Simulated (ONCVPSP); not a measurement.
Fe ONCV: all-electron and pseudo phase curves

- Element: iron
- Generator: ONCVPSP 4.0.1
- Type: optimised norm-conserving Vanderbilt (ONCV)
- Functional: PBEsol
- Relativity: scalar-relativistic
- Frozen core: [Ne]
- Valence charge: 16
- Reference configuration: 3s2 3p6 3d6 4s2
- Partial waves: 3s+4s: rc 1.35 bohr, ncon 4, nbas 7, qcut 8 1/bohr, 2 projectors; 3p: rc 1.05 bohr, ncon 4, nbas 7, qcut 10.9 1/bohr, 2 projectors, debl 3.3 Ha; 3d: rc 1.05 bohr, ncon 4, nbas 9, qcut 17.6 1/bohr, local
- Local potential: the d channel
- Core correction: polynomial model core, fcfact 0.75

The phase is arctan(r·R′/R) of the radial function R(r), unwrapped; energies in Ha, scanned from -5 to 5 Ha. A pole is an energy at which the radial function vanishes at the test radius. The pseudo phase is shifted by a multiple of π to meet the all-electron one at the reference energy, and phase errors are pseudo minus all-electron; the curves can meet again beyond the range given. Levels narrower than the energy grid can be missing from the lists of poles.

```csv
channel,radius (bohr),reference energy (Ha),"poles, all-electron","poles, pseudo",unbroken range about the reference energy with phases within 0.05 rad,phase error 1 Ha above the reference energy (rad)
s,1.37,-0.20,-2.87,-2.87,the whole range,-0.000
p,1.07,-2.20,0.31,0.31,the whole range,+0.000
d,1.07,-0.28,2.00,2.09,below 4.4,+0.003
```

Note: ghosts flagged at negative energy: p at -6215.4 eV; GHOST(+) flagged for s at 209.7 eV. A true bound ghost makes a file unfit for plane-wave use.

Phases in the d channel:

| E (Ha) | all-electron | pseudo |
| --- | --- | --- |
| -4.96 | 1.102 | 1.107 |
| -4.72 | 1.081 | 1.086 |
| -4.48 | 1.057 | 1.063 |
| -4.24 | 1.030 | 1.036 |
| -4.00 | 0.999 | 1.006 |
| -3.76 | 0.963 | 0.970 |
| -3.52 | 0.921 | 0.929 |
| -3.28 | 0.871 | 0.880 |
| -3.04 | 0.812 | 0.821 |
| -2.80 | 0.739 | 0.749 |
| -2.56 | 0.650 | 0.661 |
| -2.32 | 0.539 | 0.551 |
| -2.08 | 0.401 | 0.413 |
| -1.84 | 0.231 | 0.243 |
| -1.60 | 0.029 | 0.040 |
| -1.36 | -0.195 | -0.187 |
| -1.12 | -0.422 | -0.417 |
| -0.88 | -0.632 | -0.629 |
| -0.64 | -0.812 | -0.811 |
| -0.40 | -0.960 | -0.960 |
| -0.16 | -1.080 | -1.079 |
| 0.08 | -1.177 | -1.176 |
| 0.32 | -1.256 | -1.255 |
| 0.56 | -1.322 | -1.320 |
| 0.80 | -1.378 | -1.375 |
| 1.04 | -1.426 | -1.421 |
| 1.28 | -1.468 | -1.462 |
| 1.52 | -1.505 | -1.498 |
| 1.76 | -1.539 | -1.530 |
| 2.00 | -1.571 | -1.560 |
| 2.24 | -1.600 | -1.587 |
| 2.48 | -1.627 | -1.613 |
| 2.72 | -1.654 | -1.637 |
| 2.96 | -1.680 | -1.661 |
| 3.20 | -1.706 | -1.683 |
| 3.44 | -1.733 | -1.706 |
| 3.68 | -1.760 | -1.729 |
| 3.92 | -1.788 | -1.752 |
| 4.16 | -1.817 | -1.775 |
| 4.40 | -1.849 | -1.799 |
| 4.64 | -1.884 | -1.825 |
| 4.88 | -1.922 | -1.852 |
